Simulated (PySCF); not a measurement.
Question: Give a GFN2-xTB geometry of `Cl/C=C1/CC[C@@H]1Cl`.

Answer: 
```xyz
13
C5H6Cl2 angstrom
Cl     2.907    0.706   -1.111
C      1.718   -0.498   -0.805
C      0.566   -0.224   -0.221
C     -0.639   -1.048    0.144
C     -1.327    0.240    0.637
C     -0.057    1.038    0.300
Cl    -0.275    2.315   -0.928
H      1.994   -1.489   -1.132
H     -0.448   -1.789    0.919
H     -1.121   -1.537   -0.700
H     -2.190    0.534    0.048
H     -1.590    0.249    1.692
H      0.458    1.505    1.139
```

Orientation and origin are arbitrary. Atoms count from 1 in this order. The 2 C–Cl bonds span 1.721 Å (Cl1–C2, drawn single) to 1.785 Å (C6–Cl7, drawn single), a spread of 0.064 Å. The 5 C–C bonds span 1.320 Å (C2=C3, drawn double) to 1.541 Å (C4–C5, drawn single), a spread of 0.221 Å. Of the pairs four or more bonds apart, Cl1···Cl7 is among the closest relative to their van der Waals radii: 3.57 Å, 102 % of the sum of Bondi's values. The 4-membered ring C3–C4–C5–C6 has internal angles of 88.7° to 92.5°; it is almost planar, 0.01 Å rms from its mean plane, widest ring torsion 2°.

Bonds between heavy atoms (Å): Cl1–C2 1.721, C2=C3 1.320, C3–C4 1.506, C4–C5 1.541, C5–C6 1.538, C6–Cl7 1.785, C3–C6 1.500.

The geometry is computed with GFN2-xTB (gas phase).

Point group: C1 (no symmetry element, even within 0.4 Å). GFN2-xTB frequencies: not computed here.
